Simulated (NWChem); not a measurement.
# C$_{2}$H$_{4}$BrIn; SMILES C=[CH][InH][Br]

```xyz
8

In    -0.4809    -0.5110     0.0000
H     -2.1869    -0.7100     0.0000
Br     0.2750     1.8811     0.0000
C      1.1243    -1.9149     0.0000
C      0.9236    -3.2382     0.0000
H      2.1522    -1.5329     0.0000
H      1.7595    -3.9500     0.0000
H     -0.0759    -3.6889     0.0000
```
Atoms are numbered in this order, from 1.

Results from NWChem. Geometry: optimised at PBE0/def2-SVP (def2 core potentials past Kr). Not confirmed as a minimum by frequencies.

For level Hartree-Fock/STO-3G, non-relativistic:

```
Item                         Value
---------------------------  -----
highest occupied level (eV)  -7.37
orbital gap (eV)             12.28
dipole (D)                    2.85
```

Problem. Estimate the same quantities for level Hartree-Fock/3-21G, non-relativistic.

Solution. 
- highest occupied level (eV) = -10.18
- orbital gap (eV) = 11.00
- dipole (D) = 4.08
